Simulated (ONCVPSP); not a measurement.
Logarithmic derivatives: osmium (Os), ONCV

```
Element                 : Os (Z = 76)
Generator               : ONCVPSP 4.0.1
Type                    : optimised norm-conserving Vanderbilt (ONCV)
Functional              : LDA (Perdew-Zunger)
Relativity              : scalar-relativistic
Frozen core             : [Kr] 4d10 4f14
Valence charge          : 16
Reference configuration : 5s2 5p6 5d6 6s2
Partial waves           : 5s+6s: rc 1.90 bohr, ncon 4, nbas 8, qcut 6.6 1/bohr, 2 projectors; 5p: rc 1.70 bohr, ncon 4, nbas 7, qcut 8.5 1/bohr, 2 projectors, debl 3.5 Ha; 5d: rc 2.00 bohr, ncon 4, nbas 8, qcut 9.4 1/bohr, 2 projectors, debl 3.9 Ha
Local potential         : polynomial inside 1.65 bohr (lpopt 5, dvloc0 0 Ha)
Core correction         : none
```

The phase is arctan(r·R′/R) of the radial function R(r), unwrapped; energies in Ha, scanned from -5 to 5 Ha. A pole is an energy at which the radial function vanishes at the test radius. The pseudo phase is shifted by a multiple of π to meet the all-electron one at the reference energy, and phase errors are pseudo minus all-electron; the curves can meet again beyond the range given. Levels narrower than the energy grid can be missing from the lists of poles.

```tsv
channel	radius (bohr)	reference energy (Ha)	poles, all-electron	poles, pseudo	unbroken range about the reference energy with phases within 0.05 rad	phase error 1 Ha above the reference energy (rad)
s	1.92	-0.23	-3.25, 3.75	-3.25, 3.99	the whole range	+0.003
p	1.73	-1.88	-1.25	-1.25	the whole range	-0.000
d	2.03	-0.24	0.51	0.51	the whole range	-0.000
```

Phases in the s channel:

```json
{"E (Ha)": "-4.96", "all-electron": "1.315", "pseudo": "1.316"}
{"E (Ha)": "-4.48", "all-electron": "1.273", "pseudo": "1.274"}
{"E (Ha)": "-4.00", "all-electron": "1.169", "pseudo": "1.171"}
{"E (Ha)": "-3.52", "all-electron": "-0.522", "pseudo": "-0.520"}
{"E (Ha)": "-3.04", "all-electron": "-1.690", "pseudo": "-1.690"}
{"E (Ha)": "-2.56", "all-electron": "-1.802", "pseudo": "-1.801"}
{"E (Ha)": "-2.08", "all-electron": "-1.879", "pseudo": "-1.878"}
{"E (Ha)": "-1.60", "all-electron": "-1.968", "pseudo": "-1.967"}
{"E (Ha)": "-1.12", "all-electron": "-2.106", "pseudo": "-2.105"}
{"E (Ha)": "-0.64", "all-electron": "-2.367", "pseudo": "-2.366"}
{"E (Ha)": "-0.16", "all-electron": "-2.940", "pseudo": "-2.940"}
{"E (Ha)": "0.32", "all-electron": "-3.740", "pseudo": "-3.738"}
{"E (Ha)": "0.80", "all-electron": "-4.192", "pseudo": "-4.189"}
{"E (Ha)": "1.28", "all-electron": "-4.400", "pseudo": "-4.396"}
{"E (Ha)": "1.76", "all-electron": "-4.513", "pseudo": "-4.508"}
{"E (Ha)": "2.24", "all-electron": "-4.584", "pseudo": "-4.578"}
{"E (Ha)": "2.72", "all-electron": "-4.635", "pseudo": "-4.627"}
{"E (Ha)": "3.20", "all-electron": "-4.674", "pseudo": "-4.664"}
{"E (Ha)": "3.68", "all-electron": "-4.708", "pseudo": "-4.695"}
{"E (Ha)": "4.16", "all-electron": "-4.738", "pseudo": "-4.722"}
{"E (Ha)": "4.64", "all-electron": "-4.768", "pseudo": "-4.746"}
```
